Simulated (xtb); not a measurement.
Harmonic IR lines of one isomer of CH$_{10}$Si$_{3}$, unscaled. All values below come from GFN2-xTB run with xtb.

```
wavenumber (cm⁻¹)  relative intensity
-----------------  ------------------
327                               5.2
612                               100
663                                12
744                               6.4
787                                65
813                                17
819                                45
827                                41
849                               4.8
2134                               21
2151                               30
2174                               53
2189                               23
2220                               56
2227                               56
2237                               26
3029                              8.9
```

Q: Name which structure gives these lines.
A) `[SiH3]C([SiH3])[SiH3]`
B) `[SiH3]C[SiH2][SiH3]`
C) `C[SiH]([SiH3])[SiH3]`
D) `C[SiH2][SiH2][SiH3]`

A: D, `C[SiH2][SiH2][SiH3]`
